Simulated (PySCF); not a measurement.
# Polarisability and C₆ of Li⁺ (lithium, charge +1)

1s2, closed-shell 1S. All numbers are calculated (PySCF 2.14, scalar relativity by spin-free X2C-1e, in aug-cc-pCVTZ-DK (7s6p4d2f, 59 functions)). Coupled (time-dependent) response in atomic units; α is the mean over directions.

```
method  mean α (bohr³)  C₆ (like pair)    S(−4)
   UHF          0.1670         0.06379  0.02190
   PBE          0.1853         0.07228  0.02944
  PBE0          0.1797         0.06971  0.02697
 HSE06          0.1795         0.06958  0.02689
  BP86          0.1828         0.07096  0.02854
```

S(−4) is the Cauchy moment in α(ω) = α(0) + S(−4) ω² + …

α(iu) at PBE:

```csv
u (hartree),α(iu) (bohr³)
0,0.1853
0.0500,0.1852
0.100,0.1850
0.200,0.1841
0.300,0.1827
0.500,0.1783
0.750,0.1704
1.00,0.1607
1.50,0.1392
2.00,0.1187
3.00,0.08610
5.00,0.04889
```

For an ion, C₆ is the dispersion term alone; charge-induced terms of lower order in 1/R come first.
